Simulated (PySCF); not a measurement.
Al(Me)(OMe)(OEt), SMILES CC[O][Al]([CH3])[O]C (C4H11AlO2) (GFN2-xTB optimised geometry):

```
18

Al    -0.962     0.486     0.000
C     -1.829     2.282     0.000
H     -1.448     2.894    -0.815
H     -1.608     2.815     0.923
H     -2.909     2.206    -0.098
O     -1.918    -0.864     0.006
C     -2.744    -1.987     0.016
H     -3.480    -1.904     0.821
H     -3.274    -2.071    -0.937
H     -2.154    -2.894     0.171
O      0.690     0.486     0.000
C      2.066     0.270     0.002
C      2.402    -1.217     0.006
H      2.499     0.745    -0.889
H      2.497     0.749     0.891
H      1.976    -1.691    -0.876
H      3.480    -1.360     0.006
H      1.976    -1.686     0.890
```

Computed with PBE0/def2-SVP run with PySCF.

### Question
What are the frontier orbital energies and the dipole moment?

### Answer
HOMO-2 -7.64 eV, HOMO-1 -7.56 eV, HOMO -7.51 eV, LUMO 0.57 eV, LUMO+1 0.87 eV; dipole moment 1.01 D.

On the same geometry PBE/def2-SVP run with PySCF gives HOMO-2 -6.10 eV, HOMO-1 -6.07 eV, HOMO -5.91 eV, LUMO -0.27 eV, LUMO+1 0.05 eV; dipole moment 0.93 D.

Meta-Löwdin charges at PBE0/def2-SVP: Al1 1.03, C2 -0.61, H3 0.11, H4 0.11, H5 0.11, O6 -0.61, C7 -0.06, H8 0.09, H9 0.10, H10 0.09, O11 -0.62, C12 0.07, C13 -0.30, H14 0.09, H15 0.09, H16 0.10, H17 0.10, H18 0.10.
